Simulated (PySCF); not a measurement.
ClGe, SMILES [Cl][Ge] (connectivity only; charge and spin as stated), charge +1, multiplicity 1. Heavy atoms are numbered as in [Cl:1][Ge:2].

Geometry optimised at B3LYP-D3(BJ)/def2-TZVP. The spin state was assumed, not searched.

Calculation: KT2/pcSseg-2 (PySCF).

GIAO shieldings, no solvent; atoms alike by connectivity are averaged. δ = σ(ref) − σ: ³⁵Cl against HCl (σ = 945.0 ppm); ⁷³Ge against GeH4 (σ = 1672.1 ppm), references at their B3LYP-D3(BJ)/def2-TZVP geometries, non-relativistic (without spin–orbit terms, shifts of atoms bonded to Cl or Br come out too high).

```json
[
 {"nucleus": "³⁵Cl", "atoms": "Cl1", "count": "1", "δ (ppm)": "841.6"},
 {"nucleus": "⁷³Ge", "atoms": "Ge2", "count": "1", "δ (ppm)": "624.8"}
]
```
